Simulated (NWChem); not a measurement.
## Basis-set convergence for AuCl

```xyz
2

Au     0.0000     0.0000    -0.3990
Cl     0.0000     0.0000     1.8540
```
Charge 0, spin multiplicity 1.

Program: NWChem. All single points use one geometry, from PBE0/def2-SVP with def2 effective core potentials on Au, a minimum by its harmonic frequencies.

Quantity: LUMO energy at the level PBE.

Effective core potentials replace the inner electrons of Au; spin-orbit coupling is left out. The structure started from a generated list of species.

Task: In def2-QZVP the value is -4.80 eV. Among def2-SVP, def2-SVPD, def2-TZVP, def2-TZVPD, def2-TZVPP, which is the smallest basis within 0.1 eV of it?

Result: def2-SVPD, with 62 functions against 142 and about 30 % of the time (also within reach: def2-TZVP, def2-TZVPD, def2-TZVPP). def2-QZVP isn't the basis-set limit itself, and a small set can land close by cancellation.

```
basis       functions  LUMO energy (eV)
----------  ---------  ----------------
def2-SVP           50             -4.66
def2-SVPD          62             -4.85
def2-TZVP          77             -4.81
def2-TZVPD         89             -4.84
def2-TZVPP         98             -4.79
def2-QZVP         142             -4.80
```
